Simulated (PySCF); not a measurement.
# Unknown compound

An unknown has the formula C6H8FNSi2. Its calculated NMR data are:

¹H NMR (600 MHz, computed): δ 5.39 (m, 2H), 4.31 (s, 3H), 2.53 (s, 3H).

¹³C{¹H} NMR (computed): δ 169.0 (C), 132.5 (C), 132.4 (C), 124.3 (C), 86.7 (C), 7.4 (CH3).

PySCF calculation with structure optimised with GFN2-xTB and NMR shieldings at PBE0/pcSseg-1/GIAO; gas phase, non-relativistic Hamiltonian, one conformer, one averaged value for each set of equivalent atoms.

Shifts are taken against calculated references (same method and geometry level): ¹H (σref 31.72), ¹³C (σref 186.93) vs TMS.

Q: Deduce the structure.

A: 
1. The formula gives 5 degrees of unsaturation (no ring in the answer).
2. 6 carbon signals for 6 carbons: no two carbons are equivalent.
3. Carbon types of the structure: 5 × C, 1 × CH3, leaving 5 H on heteroatoms.
4. δC 169.0, 132.4: fully substituted alkene carbon.
5. δC 132.5, 86.7: alkyne carbon.
6. δC 124.3: nitrile carbon; typical of a nitrile.
7. δC 7.4: propargylic methyl carbon; a saturated carbon with 1 carbon neighbour and no heteroatom attached.
8. δH 5.39: hydrogen on a silicon bonded to C, F.
9. δH 4.31: hydrogen on a silicon bonded to C.
10. δH 2.53: hydrogen on a propargylic methyl carbon.

These data were computed for `C(#CC)/C([SiH2]F)=C(\[SiH3])C#N`.

The data come from this structure; uniqueness wasn't tested.

Splittings by ¹⁹F in the carbon and heteronuclear signals aren't shown, as no couplings were computed. Shifts are as computed. Against solution values, carbons near 30 ppm lie about +3 ppm off and those near 130 ppm about +5 ppm. Of 1309 compounds with measured shifts, 239 miss one by over three times the rms of a fit or turn the order of signals round; such compounds aren't used in these exercises. Multiplicities follow the n + 1 count of equivalent neighbours, as no J values were calculated; m marks all less simple cases, F and P coupling included.
